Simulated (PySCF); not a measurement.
C₆H₁₃NP (charge +1).
Geometry (PBE0-D3(BJ)/def2-SVP, Å), atoms numbered from 1 in this order:
```
atom  x, y, z in Å
C1     2.258   -1.312    0.409
N2     1.052   -0.667    0.917
P3     0.111    0.347    0.013
C4     1.139    1.649   -0.658
C5    -1.260    0.892    1.072
C6    -2.387   -0.001    0.618
C7    -2.214   -0.674   -0.527
C8    -0.914   -0.466   -1.261
H9     2.910   -0.572   -0.075
H10    2.053   -2.128   -0.303
H11    2.819   -1.723    1.258
H12    0.535   -1.213    1.603
H13    0.502    2.373   -1.186
H14    1.674    2.150    0.162
H15    1.866    1.236   -1.373
H16   -1.472    1.962    0.899
H17   -0.993    0.789    2.136
H18   -3.302   -0.064    1.213
H19   -2.976   -1.338   -0.943
H20   -0.447   -1.400   -1.611
H21   -1.032    0.187   -2.144
```

Method: PySCF 2.14.0, density-fitted response routines, TDDFT CAM-B3LYP/def2-SVPD, vertical, gas phase, core orbitals frozen in the response.

Transition dipole moments from the ground state, in atomic units and in the frame of the coordinates above (overall signs are arbitrary), for the states with f of 0.002 or more among the lowest 7:

| state | E (eV) | μx | μy | μz |
| --- | --- | --- | --- | --- |
| S1 | 7.020 | 0.326 | -0.360 | -0.588 |
| S2 | 7.067 | 0.227 | 0.283 | 0.496 |
| S3 | 7.426 | -0.191 | 0.124 | 0.077 |
| S4 | 7.511 | -0.141 | 0.001 | 0.202 |
| S5 | 7.582 | 0.166 | -0.035 | -0.226 |
| S6 | 7.778 | 0.234 | -0.097 | 0.177 |
| S7 | 7.883 | -0.119 | -0.267 | -0.343 |

Q: What oscillator strength does each state have?

A: f = (2/3) ΔE |μ|² with ΔE in hartree (27.2114 eV).

```csv
state,|μ|² (au),|μ| (D),f
S1,0.581,1.94,0.100
S2,0.378,1.56,0.065
S3,0.057,0.61,0.010
S4,0.061,0.63,0.011
S5,0.080,0.72,0.015
S6,0.096,0.79,0.018
S7,0.203,1.14,0.039
```

Q: Which bond between heavy atoms lies closest to the direction of the S1 transition dipole?

A: C6–C7, at 18° from it; next P3–C5 at 24°.

Q: What angle do the transition dipoles of S1 and S3 make?

A: |cos θ| = |μa·μb| / (|μa| |μb|) = 0.83, so θ ≈ 34° (taken between 0 and 90°, since the signs are arbitrary).

Q: What peak molar absorption coefficient would the strongest computed level give as a lone Gaussian band 0.3 eV wide at half height?

A: ε(max) = 2.175×10⁸ f / FWHM, with the width in cm⁻¹. S1: 2.175×10⁸ × 0.0999 / 2420 ≈ 9000 L mol⁻¹ cm⁻¹.

The vertical ionisation energy (ΔSCF) is 13.75 eV, 5.87 eV above S7.

The run took 6.5 min on one thread of an Intel Xeon Platinum 8488C, no GPU (shared host), and the process peaked at 1.3 GiB of memory.

One conformer stands for the species.
